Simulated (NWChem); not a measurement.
System: SiNH2Cl, singlet; SMILES N[Si]Cl

The following NWChem deck was run.

```
start job
memory heap 200 mb stack 900 mb global 1100 mb
geometry units angstroms noautosym nocenter noautoz
  Si     0.724749     0.594252     0.000000
  Cl    -0.149315    -1.335695     0.000000
  N     -0.725972     1.505227     0.000000
  H     -1.668380     1.122603     0.000000
  H     -0.713472     2.521013     0.000000
end
basis spherical
  * library 6-31g*
end
dft
  xc hfexch
  iterations 150
end
property
  efieldgrad
end
task dft property
```

NWChem printed, in part:

```
             Northwest Computational Chemistry Package (NWChem) 7.3.0
             --------------------------------------------------------

                             Geometry "geometry" -> ""
                             -------------------------

 Output coordinates in angstroms (scale by  1.889725989 to convert to a.u.)

  No.       Tag          Charge          X              Y              Z
 ---- ---------------- ---------- -------------- -------------- --------------
    1 Si                  14.0000     0.72474900     0.59425200     0.00000000
    2 Cl                  17.0000    -0.14931500    -1.33569500     0.00000000
    3 N                    7.0000    -0.72597200     1.50522700     0.00000000
    4 H                    1.0000    -1.66838000     1.12260300     0.00000000
    5 H                    1.0000    -0.71347200     2.52101300     0.00000000

 Effective nuclear repulsion energy (a.u.)     130.5680947877

  xc_inp: hfexch multiplicative factor not found.
                              NWChem Property Module
                              ----------------------

  itol2e modified to match energy
  convergence criterion.

                                 NWChem DFT Module
                                 -----------------

 Summary of "ao basis" -> "ao basis" (spherical)
 ------------------------------------------------------------------------------
       Tag                 Description            Shells   Functions and Types
 ---------------- ------------------------------  ------  ---------------------
 Si                          6-31g*                  8       18   4s3p1d
 Cl                          6-31g*                  8       18   4s3p1d
 N                           6-31g*                  6       14   3s2p1d
 H                           6-31g*                  2        2   2s

  itol2e modified to match energy
  convergence criterion.

            General Information
            -------------------
          SCF calculation type: DFT
          Wavefunction type:  closed shell.
          No. of atoms     :     5
          No. of electrons :    40
           Alpha electrons :    20
            Beta electrons :    20
          Charge           :     0
          Spin multiplicity:     1
          Use of symmetry is: off; symmetry adaption is: off
          Maximum number of iterations: 150
          AO basis - number of functions:    54
                     number of shells:    26
          Convergence on energy requested:  1.00D-07
          Convergence on density requested:  1.00D-05
          Convergence on gradient requested:  5.00D-04

              XC Information
              --------------
                     Hartree-Fock (Exact) Exchange  1.000

      Superposition of Atomic Density Guess
      -------------------------------------

 Sum of atomic energies:        -803.55809356

      Non-variational initial energy
      ------------------------------

 Total energy =    -804.327421
 1-e energy   =   -1370.081021
 2-e energy   =     435.185505
 HOMO         =      -0.267360
 LUMO         =      -0.018976

   convergence    iter        energy       DeltaE   RMS-Dens  Diis-err
 ---------------- ----- ----------------- --------- --------- ---------
 d= 0,ls=0.0,diis     1   -804.0163903771 -9.35D+02  1.00D-02  2.72D-01
 d= 0,ls=0.0,diis     2   -804.0510887744 -3.47D-02  2.90D-03  6.12D-02
 d= 0,ls=0.0,diis     3   -804.0588080530 -7.72D-03  1.42D-03  3.31D-03
 d= 0,ls=0.0,diis     4   -804.0594942885 -6.86D-04  4.35D-04  2.37D-04
 d= 0,ls=0.0,diis     5   -804.0595548768 -6.06D-05  1.98D-04  1.59D-05
  Resetting Diis
 d= 0,ls=0.0,diis     6   -804.0595630835 -8.21D-06  6.22D-05  1.33D-06
 d= 0,ls=0.0,diis     7   -804.0595638202 -7.37D-07  7.08D-06  7.91D-08
 d= 0,ls=0.0,diis     8   -804.0595638487 -2.85D-08  4.17D-06  1.54D-08

         Total DFT energy =     -804.059563848704
      One electron energy =    -1372.059170904345
           Coulomb energy =      492.717629083063
    Exchange-Corr. energy =      -55.286116815078
 Nuclear repulsion energy =      130.568094787655

 Numeric. integr. density =        0.000000000000

                       DFT Final Molecular Orbital Analysis
                       ------------------------------------

[...]

          -----------------------
          Electric field gradient
          -----------------------

 1 a.u. = 0.324123 10**(16) esu/cm**3  ( or statvolts/cm**2 ) = 0.97174 10**(22) v/m**2

 ------------------------------------------------------------
   Atom      X         Y         Z
 ------------------------------------------------------------
    1 Si   1.36958   1.12297   0.00000
 ------------------------------------------------------------

 Electric field gradient in molecular frame (a.u.)
         XX             YY             ZZ             XY             XZ             YZ
 ------------------------------------------------------------------------------------------
        1.313970      -0.171448      -1.142522      -0.060347       0.000000       0.000000

 Principal components (a.u.) and orientation
 of principal axis w.r.t. absolute frame                      Asymmetry parameter eta
 --------------------------------------------------------------------------------------
        1.316418      -1.142522      -0.173896                       0.735805

        0.999178       0.000000       0.040526
       -0.040526       0.000000       0.999178
        0.000000       1.000000       0.000000

 ------------------------------------------------------------
   Atom      X         Y         Z
 ------------------------------------------------------------
    2 Cl  -0.28216  -2.52410   0.00000
 ------------------------------------------------------------

 Electric field gradient in molecular frame (a.u.)
         XX             YY             ZZ             XY             XZ             YZ
 ------------------------------------------------------------------------------------------
        0.590749      -1.025525       0.434776      -0.960891      -0.000000      -0.000000

 Principal components (a.u.) and orientation
 of principal axis w.r.t. absolute frame                      Asymmetry parameter eta
 --------------------------------------------------------------------------------------
       -1.472934       1.038159       0.434776                       0.409647

        0.422106       0.906547       0.000000
        0.906547      -0.422106       0.000000
        0.000000       0.000000       1.000000

 ------------------------------------------------------------
   Atom      X         Y         Z
 ------------------------------------------------------------
    3 N   -1.37189   2.84447   0.00000
 ------------------------------------------------------------

 Electric field gradient in molecular frame (a.u.)
         XX             YY             ZZ             XY             XZ             YZ
 ------------------------------------------------------------------------------------------
       -0.244784      -0.385196       0.629980      -0.166467      -0.000000      -0.000000

 Principal components (a.u.) and orientation
 of principal axis w.r.t. absolute frame                      Asymmetry parameter eta
 --------------------------------------------------------------------------------------
        0.629980      -0.495656      -0.134324                       0.573560

        0.000000       0.552904       0.833245
        0.000000       0.833245      -0.552904
        1.000000       0.000000       0.000000

 ------------------------------------------------------------
   Atom      X         Y         Z
 ------------------------------------------------------------
    4 H   -3.15278   2.12141   0.00000
 ------------------------------------------------------------

 Electric field gradient in molecular frame (a.u.)
         XX             YY             ZZ             XY             XZ             YZ
 ------------------------------------------------------------------------------------------
       -0.314364       0.087452       0.226912      -0.196055       0.000000       0.000000

 Principal components (a.u.) and orientation
 of principal axis w.r.t. absolute frame                      Asymmetry parameter eta
 --------------------------------------------------------------------------------------
       -0.394172       0.226912       0.167260                       0.151334

        0.926201       0.000000      -0.377029
        0.377029       0.000000       0.926201
        0.000000       1.000000       0.000000

 ------------------------------------------------------------
   Atom      X         Y         Z
 ------------------------------------------------------------
    5 H   -1.34827   4.76402   0.00000
 ------------------------------------------------------------

 Electric field gradient in molecular frame (a.u.)
         XX             YY             ZZ             XY             XZ             YZ
 ------------------------------------------------------------------------------------------
        0.167349      -0.399171       0.231822      -0.010233      -0.000000       0.000000

 Principal components (a.u.) and orientation
 of principal axis w.r.t. absolute frame                      Asymmetry parameter eta
 --------------------------------------------------------------------------------------
       -0.399355       0.231822       0.167534                       0.160979

        0.018054       0.000000       0.999837
        0.999837       0.000000      -0.018054
        0.000000       1.000000       0.000000
```

Level: Hartree-Fock/6-31G* (spherical d). Low-valent species are run as closed-shell singlets; no triplet was tried in these runs. Coordinates come from a PBE0/def2-SVP optimisation. NWChem prints the field gradient with the sign opposite to the second derivative of the potential.
